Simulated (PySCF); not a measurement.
**Relaxation of doublet PdCl₃**

Computed with PySCF, UPBE0, basis Pd def2-SVP with ECP28, Cl def2-SVP (scalar-relativistic core potentials, no spin–orbit coupling, density fitting). A (50,194) grid was used.

A start at or just off a symmetric point, pushed along the force that breaks its symmetry, of C2v symmetry, free to break it:

```xyz
4
charge 0 multiplicity 2, angstrom
Pd   -0.0180    0.0000    0.0000
Cl    2.1995   -0.0002    0.0000
Cl   -1.0724    1.9419    0.0000
Cl   -1.0727   -1.9417    0.0000
```

Optimiser trace:
```tsv
step	E − E(last) (kJ/mol)	largest gradient (Eh/bohr)
0	24.24	0.00718
1	16.85	0.00833
2	3.11	0.01199
3	1.18	0.00803
4	0.06	0.00092
5	0.00	0.00025
6	0.00	0.00006
```

It ends at C2v with Pd–Cl 2.195 Å, Pd–Cl 2.216 Å (×2); Cl–Pd–Cl 104.1° (×2), Cl–Pd–Cl 151.7° (after a last refinement on a finer grid). A frequency run shows 1 imaginary mode, down to 123i cm⁻¹, so it is a saddle point. Other isomers or separated fragments may lie lower.

Final geometry:
```xyz
4
charge 0 multiplicity 2, angstrom
Pd   -0.1853    0.0000    0.0000
Cl    2.0099   -0.0001    0.0000
Cl   -0.7268    2.1488    0.0000
Cl   -0.7271   -2.1487    0.0000
```

Other spin states or occupations of the open shell can lie lower.
